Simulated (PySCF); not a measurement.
Compound: C9H9Cl.
Cartesian coordinates in Å at the PBE0-D3(BJ)/def2-SVP level; atoms count from 1:
```
atom  x, y, z in Å
C1     3.1548   -1.0407    0.2733
C2     1.8995   -0.8885   -0.4406
C3     0.8567   -0.7605   -1.0459
C4    -0.4093   -0.5998   -1.7382
Cl5   -0.5859   -1.9157   -2.9986
C6    -0.5603    0.7420   -2.4129
C7    -1.6511    1.3479   -1.9157
C8    -2.2964    0.4757   -0.9246
C9    -1.6076   -0.6751   -0.7991
C10   -1.8568   -1.8596    0.0549
H11    3.9930   -1.1775   -0.4274
H12    3.1288   -1.9133    0.9441
H13    3.3703   -0.1511    0.8853
H14    0.1453    1.1028   -3.1592
H15   -2.0178    2.3350   -2.2010
H16   -3.2073    0.7257   -0.3782
H17   -1.9485   -2.7648   -0.5679
H18   -2.7747   -1.7405    0.6457
H19   -1.0128   -2.0306    0.7437
```

Method used: PBE0-D3(BJ)/def2-SVP geometry optimisation, gas phase in PySCF.

Take the most abundant isotopes and a rigid rotor. 

Task: What are A, B and C (MHz)?

Result: Ia = 350.05, Ib = 604.22, Ic = 648.99 u·Å²; 505379 MHz·u·Å²/I gives A = 1444, B = 836.4, C = 778.7 MHz.

Task: Classify the top.

Result: An asymmetric top; Ray's κ = -0.826.

Task: Is it planar, by Δ = Ic − Ia − Ib?

Result: Not planar: Δ = Ic − Ia − Ib = -305.28 u·Å². For a rigid frame Δ = −2 Σ m c², so Σ m c² = 152.64 u·Å² lies off the ab plane: 33.51 from hydrogen and 119.13 from heavier atoms. The atom farthest from that plane is 2.87 Å away.

Task: Give the other two planar moments, Paa and Pbb, and the rms extents of the mass along the axes.

Result: Paa = Σ m a² = (Ib + Ic − Ia)/2 = 451.57 and Pbb = Σ m b² = (Ia + Ic − Ib)/2 = 197.41 u·Å². With the mass M = 152.04 u, the rms extents √(P/M) along a, b and c are 1.72, 1.14, 1.00 Å.

Task: Predict some low-J microwave lines.

Result: The dipole components are |μa| = 1.22 D, |μb| = 1.84 D, |μc| = 0.24 D. The squared components, which scale the intensities, stand as 0.44 : 1.00 : 0.02 (a : b : c). Some lines, for components of 0.1 D or more:

```csv
type,branch,"J(Ka,Kc)",MHz,lower level (cm⁻¹)
c,Q,"2(1,2) ← 2(0,2)",554,0.161
b,Q,"4(1,3) ← 4(0,4)",971,0.537
b,R,"1(1,1) ← 0(0,0)",2222,0.000
b,Q,"4(3,1) ← 4(2,2)",3137,0.625
b,Q,"4(4,1) ← 4(3,2)",4446,0.730
a,R,"3(0,3) ← 2(0,2)",4830,0.161
a,R,"4(2,3) ← 3(2,2)",6458,0.408
c,R,"4(1,3) ← 3(0,3)",7394,0.323
b,R,"3(3,1) ← 2(2,0)",8025,0.247
b,R,"3(3,0) ← 2(2,1)",8029,0.247
b,R,"4(2,3) ← 3(1,2)",8195,0.350
c,R,"4(3,2) ← 3(2,2)",9651,0.408
```

Whether it is a minimum is left open (no frequencies). These are rigid-rotor constants of the computed structure; measured ground-state constants (B0) also hold zero-point vibration. A rigid rotor knows nothing of internal rotation, which can split or shift real lines. Quadrupole hyperfine structure (35Cl) is left out.
